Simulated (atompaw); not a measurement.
**Logarithmic derivatives: Al, PAW (atompaw)**

```json
{
  "Element": "Al (Z = 13)",
  "Generator": "atompaw 4.2.0.5",
  "Type": "PAW",
  "Functional": "LDA (PW92)",
  "Relativity": "scalar-relativistic",
  "Frozen core": "[Ne]",
  "Valence charge": "3",
  "Reference configuration": "3s2 3p1",
  "Partial waves": "3s (bound): rc 2.60 bohr; 3s channel at 1.55 Ry: rc 2.60 bohr; 3p (bound): rc 2.60 bohr; 3p channel at 0.8 Ry: rc 2.60 bohr",
  "Local potential": "bessel scheme, radius 2.10 bohr",
  "Core correction": "smooth core density matched at 1.65 bohr",
  "Augmentation charge": "sinc compensation charge, radius 2.20 bohr; PAW radius 2.60 bohr; waves and projectors: custom rrkj vanderbiltortho"
}
```

The phase is arctan(r·u′/u) with u = r·R(r), unwrapped; energies in Ry, scanned from -3 to 5 Ry. A pole is an energy at which the radial function vanishes at the test radius. The pseudo phase is shifted by a multiple of π to meet the all-electron one at the reference energy, and phase errors are pseudo minus all-electron; the curves can meet again beyond the range given. Levels narrower than the energy grid can be missing from the lists of poles.

```json
{"channel": "s", "radius (bohr)": "2.61", "reference energy (Ry)": "-0.58", "poles, all-electron": "0.68", "poles, pseudo": "0.68", "unbroken range about the reference energy with phases within 0.05 rad": "below 3.2", "phase error 1 Ry above the reference energy (rad)": "-0.000"}
{"channel": "p", "radius (bohr)": "2.61", "reference energy (Ry)": "-0.20", "poles, all-electron": "1.46", "poles, pseudo": "1.46", "unbroken range about the reference energy with phases within 0.05 rad": "below 3.7", "phase error 1 Ry above the reference energy (rad)": "+0.000"}
```

Phases in the p channel:

```
E (Ry)  all-electron  pseudo
 -3.00         1.326   1.325
 -2.52         1.297   1.297
 -2.04         1.256   1.256
 -1.56         1.192   1.191
 -1.08         1.071   1.071
 -0.60         0.771   0.771
 -0.12        -0.222  -0.222
  0.36        -1.141  -1.141
  0.84        -1.421  -1.421
  1.32        -1.545  -1.545
  1.80        -1.625  -1.625
  2.28        -1.693  -1.694
  2.76        -1.768  -1.772
  3.24        -1.875  -1.888
  3.72        -2.083  -2.137
  4.20        -2.685  -2.975
  4.68        -3.835  -4.077
```
